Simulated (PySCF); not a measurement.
Molecule: SMILES F[C@@H]1[C@@H]2CC[C@@]1(Cl)C2, C₆H₈ClF.

Geometry (Å), atoms numbered from 1 in this order:
```xyz
16

F    -0.053    0.964    2.042
C    -0.776    0.481    0.988
C    -0.432   -0.925    0.472
C     1.085   -0.822    0.278
C     1.159    0.561   -0.409
C    -0.336    0.883   -0.427
Cl   -0.814    2.416   -1.137
C    -0.965   -0.442   -0.888
H    -1.829    0.658    1.206
H    -0.820   -1.813    0.958
H     1.611   -0.836    1.230
H     1.466   -1.624   -0.352
H     1.716    1.292    0.174
H     1.571    0.519   -1.416
H    -2.049   -0.405   -0.950
H    -0.542   -0.897   -1.779
```

Frames of a GFN2-xTB Langevin trajectory at 600 K; GIAO PBE0/pcSseg-1 shieldings in PySCF, gas phase, non-relativistic; equivalent atoms averaged within each frame.

Referencing at the same level of theory: CFCl3 for 19F (σref 170.95); 13C (σref 186.93), 1H (σref 31.72) vs TMS; 35Cl (σref 949.78) vs HCl. The references are static minima.

How do the shifts (ppm) fluctuate along the trajectory?

Answers


```csv
time (fs),F1,C2,C6,C8,C5,C3,C4,Cl7,H9,H13
250,-165.6,103.8,86.4,40.9,37.7,36.3,23.6,194,4.60,4.39
425,-185.4,99.5,82.5,49.7,23.6,39.4,32.9,196,5.30,1.74
625,-203.7,101.0,68.8,39.1,20.3,41.8,41.5,124,4.74,1.54
800,-181.9,94.2,77.9,42.2,53.2,44.0,32.6,142,4.61,3.69
1000,-186.2,105.0,70.9,34.8,21.8,47.7,42.2,185,3.81,1.16
mean of frames,-184.6,100.7,77.3,41.3,31.3,41.8,34.6,168,4.61,2.50
standard deviation,13.6,4.3,7.5,5.5,14.1,4.3,7.6,33,0.53,1.44
```

5 frames give an uncertainty of the mean of about the standard deviation over 2.2 at best, since frames this close in time may not be independent; classical motion lacks zero-point vibration, and the reference would need the same averaging.
